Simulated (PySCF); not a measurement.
Compound: C6H7O3P.
Numbering: `[CH3:1][O:2][C:3](=[O:4])[c:5]1[p:6][cH:7][o:8][c:9]1[CH3:10]`

Definitions: NICS(0) = −σiso at the ring centroid; NICS(1) = −σiso and NICS(1)zz = −σzz at ±1 Å along the ring normal z. Level: GIAO PBE0/pcSseg-1 (PySCF, non-relativistic, gas phase) on the PBE0-D3(BJ)/def2-SVP geometry, one conformer.

Ring bond lengths (Å), with Mayer bond orders in brackets: C5–P6 1.790 (1.10), P6–C7 1.703 (1.56), C7–O8 1.348 (1.05), O8–C9 1.340 (1.07), C9–C5 1.373 (1.46).

Task: What do the NICS probes read (ppm)?

Result: 
```json
{"ring": "C5–P6–C7–O8–C9", "type": "5-membered ring with O and P; formal bonds all aromatic", "NICS(0)": "-10.9", "NICS(1), two faces": "-10.4 / -10.4", "NICS(1)zz, two faces": "-23.0 / -23.0", "rms pucker (Å)": "0.00", "centre to ring atoms, mean (Å)": "1.28"}
```

Task: What can be read from them?

Result: 
- C5–P6–C7–O8–C9: mean NICS(1)zz -23.0 ppm, shielded.

Task: And the bond-length index? HOMA = 1 − mean of α(R − Ropt)² over the ring bonds, with Krygowski's 1993 parameters (CC: Ropt 1.388 Å, α 257.7 Å⁻²; CO: Ropt 1.265 Å, α 157.38 Å⁻²; CP: Ropt 1.698 Å, α 118.91 Å⁻²).

Result: 
- C5–P6–C7–O8–C9: HOMA 0.39; the largest term is that of C7–O8, α(R − Ropt)² = 1.09.

Task: How shielded are the nuclei of the rings and their hydrogens (means over atoms taken as equivalent)?

Result: 
| atoms | environment | σ isotropic (ppm) |
| --- | --- | --- |
| C5 | substituted aromatic carbon | 53.8 |
| P6 | phosphorus bonded to 2 C | 174.0 |
| C7 | aromatic CH next to a ring oxygen | -0.8 |
| O8 | furan-type oxygen | -40.1 |
| C9 | substituted aromatic carbon | 10.4 |
| H on C7 | aromatic hydrogen | 22.88 |

Task: How do the values depend on the level or the medium?

Result: 
```json
{"level": "PBE0/pcSseg-1, gas", "NICS(0), C5–P6–C7–O8–C9": "-10.9", "mean NICS(1)zz, C5–P6–C7–O8–C9": "-23.0"}
{"level": "wB97X-D/pcSseg-1, gas", "NICS(0), C5–P6–C7–O8–C9": "-10.7", "mean NICS(1)zz, C5–P6–C7–O8–C9": "-22.9"}
{"level": "PBE0/pcSseg-1, IEF-PCM dimethylsulfoxide", "NICS(0), C5–P6–C7–O8–C9": "-10.8", "mean NICS(1)zz, C5–P6–C7–O8–C9": "-22.8"}
{"level": "PBE0/pcSseg-1, IEF-PCM tetrahydrofuran", "NICS(0), C5–P6–C7–O8–C9": "-10.8", "mean NICS(1)zz, C5–P6–C7–O8–C9": "-22.8"}
```

The geometry is the same throughout; the continuum's cavity takes Bondi-type radii × 1.2.

Shape of the structure used: `[CH3:1][O:2][C:3](=[O:4])[c:5]1[p:6][cH:7][o:8][c:9]1[CH3:10]`: C1–O2–C3–O4 0°, O2–C3–C5–P6 1°.
